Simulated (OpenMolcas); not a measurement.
Fe4+: moving or changing the point charges

Fe4+ among 5 point charges of -2.6 e arranged as a trigonal bipyramid (D3h), 1.81 Å from the ion, with the axial distance 2.154 Å.

| Item | Value |
| --- | --- |
| Program | OpenMolcas |
| Method | CASSCF |
| Basis | ANO-RCC-VTZP [6s5p3d2f1g] |
| Scalar Hamiltonian | DKH2, point nucleus |
| Active space | 4 electrons in 5 orbitals (3d) |
| State averaging | 2S+1 = 5 even, 5 roots; 2S+1 = 3 even, 45 roots; 2S+1 = 1 even, 50 roots |
| Spin-orbit coupling | RASSI with atomic mean-field integrals over the reference wave functions |

Runs around this geometry, states (labels of D3, the rotations of D3h). Energies in cm-1 above the lowest state or level, χT in cm3 K/mol.

```
R (Å)  q (e)  Ground state  First state of that spin  First gap with spin-orbit (degeneracies)  χT at 300 K  First state of another spin
 1.81  -2.08            5E                 5A1 797.8                                4.4 (1, 1)        1.579                    3A2 26359
 1.81   -2.6            5E                 5A1 972.1                                2.9 (1, 1)        1.597                    3A2 26169
 2.02   -2.6            5E                 5A1 902.0                                5.2 (1, 1)        1.562                    3A2 26646
```

Taking the first state of the same spin as R^-n, n = -ln(902 / 972.1) / ln(2.02 / 1.81) = 0.7 between the shortest and longest distance.

Scaling the charges by -2.08 / -2.6 = 0.80 scales the first state of the same spin by 797.8 / 972.1 = 0.82; with fixed orbitals a first-order splitting would follow the charge.

An orbital doublet at a regular site is open to a Jahn-Teller distortion, which this geometry leaves out. Without dynamic correlation the repulsion within the d shell is too large (B by tens of per cent), so at a given field states of lower spin stand too high. Point charges give a weaker field than real ligands, and real ions of this kind are often low spin; the high spin found here belongs to the model. The ground term spreads over less than 5000 cm-1, several times less than with real ligands, so orbital moments are less quenched and χT lies further from the spin-only value than at real sites. This is an electrostatic model: the charges have no orbitals. No measured value stands beside these numbers.
